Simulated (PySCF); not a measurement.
CH4ClGeNSi, SMILES Cl[Si@H]1N=[CH][GeH2]1.

Geometry: B3LYP-D3(BJ)/def2-SVP. The structure was generated by enumeration; whether it is a known compound was not checked.

All values below come from B3LYP-D3(BJ)/def2-SVP in PySCF.

Frequencies are harmonic and unscaled.

```json
[
 {"mode": "1", "ν (cm⁻¹)": "96", "IR (km/mol)": "0.6", "moving atoms (share of kinetic energy)": "Cl 42 %, Si 21 %, Ge 14 %, C 10 %, H 9 %"},
 {"mode": "2", "ν (cm⁻¹)": "134", "IR (km/mol)": "1.0", "moving atoms (share of kinetic energy)": "Cl 24 %, C 22 %, H 20 %, Si 14 %, Ge 12 %, N 8 %"},
 {"mode": "3", "ν (cm⁻¹)": "268", "IR (km/mol)": "17.2", "moving atoms (share of kinetic energy)": "H 45 %, N 36 %"},
 {"mode": "4", "ν (cm⁻¹)": "322", "IR (km/mol)": "4.3", "moving atoms (share of kinetic energy)": "Si 44 %, Ge 22 %, H 16 %, Cl 13 %"},
 {"mode": "5", "ν (cm⁻¹)": "372", "IR (km/mol)": "2.7", "moving atoms (share of kinetic energy)": "N 27 %, Ge 26 %, C 23 %, Si 11 %, H 9 %"},
 {"mode": "6", "ν (cm⁻¹)": "441", "IR (km/mol)": "12.3", "moving atoms (share of kinetic energy)": "H 42 %, N 17 %, Si 16 %, C 13 %"},
 {"mode": "7", "ν (cm⁻¹)": "532", "IR (km/mol)": "64.3", "moving atoms (share of kinetic energy)": "H 41 %, Si 25 %, C 15 %, Cl 14 %"},
 {"mode": "8", "ν (cm⁻¹)": "549", "IR (km/mol)": "5.1", "moving atoms (share of kinetic energy)": "H 94 %"},
 {"mode": "9", "ν (cm⁻¹)": "578", "IR (km/mol)": "28.9", "moving atoms (share of kinetic energy)": "H 43 %, Si 30 %, Cl 18 %"},
 {"mode": "10", "ν (cm⁻¹)": "671", "IR (km/mol)": "122.5", "moving atoms (share of kinetic energy)": "C 46 %, H 35 %, Si 10 %"},
 {"mode": "11", "ν (cm⁻¹)": "710", "IR (km/mol)": "4.4", "moving atoms (share of kinetic energy)": "H 45 %, N 39 %, Si 10 %"},
 {"mode": "12", "ν (cm⁻¹)": "754", "IR (km/mol)": "110.5", "moving atoms (share of kinetic energy)": "H 60 %, N 20 %, Si 17 %"},
 {"mode": "13", "ν (cm⁻¹)": "796", "IR (km/mol)": "135.3", "moving atoms (share of kinetic energy)": "H 74 %, Si 13 %"},
 {"mode": "14", "ν (cm⁻¹)": "869", "IR (km/mol)": "58.3", "moving atoms (share of kinetic energy)": "H 95 %"},
 {"mode": "15", "ν (cm⁻¹)": "891", "IR (km/mol)": "66.0", "moving atoms (share of kinetic energy)": "H 77 %, C 21 %"},
 {"mode": "16", "ν (cm⁻¹)": "1270", "IR (km/mol)": "34.3", "moving atoms (share of kinetic energy)": "H 80 %, C 12 %"},
 {"mode": "17", "ν (cm⁻¹)": "1605", "IR (km/mol)": "71.1", "moving atoms (share of kinetic energy)": "C 51 %, N 47 %"},
 {"mode": "18", "ν (cm⁻¹)": "2086", "IR (km/mol)": "139.4", "moving atoms (share of kinetic energy)": "H 99 %"},
 {"mode": "19", "ν (cm⁻¹)": "2109", "IR (km/mol)": "106.7", "moving atoms (share of kinetic energy)": "H 98 %"},
 {"mode": "20", "ν (cm⁻¹)": "2235", "IR (km/mol)": "123.7", "moving atoms (share of kinetic energy)": "H 97 %"},
 {"mode": "21", "ν (cm⁻¹)": "3025", "IR (km/mol)": "53.4", "moving atoms (share of kinetic energy)": "H 92 %, C 8 %"}
]
```
